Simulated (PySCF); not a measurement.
Computed with PBE0-D3(BJ)/def2-TZVP // PBE0-D3(BJ)/def2-SVP (PySCF). Isolated molecules, 0 K electronic values unless said otherwise. Delta-SCF ions had no search for a lower state. Excitations are Tamm–Dancoff values on a coarser integration grid. The basis has no diffuse functions, so Rydberg states are missing or too high.

Reference species (SMILES): `[SiH3]c1ccc2cccc-2cc1` (neutral, multiplicity 1).

```json
{
 "S1–T1 gap (TDA)": "0.51 eV",
 "vertical ionisation energy (Delta-SCF)": "7.34 eV",
 "HOMO–LUMO gap": "3.47 eV"
}
```

Changed species: `[SiH3]c1cc2cccccc-2c1`.

### Question
Give the shifts of the S1–T1 gap (TDA), vertical ionisation energy (Delta-SCF) and HOMO–LUMO gap.

### Answer
the S1–T1 gap (TDA) falls by 0.02 eV, to 0.49 eV; the vertical ionisation energy (Delta-SCF) hardly moves; the HOMO–LUMO gap goes up by 0.02 eV, to 3.49 eV.
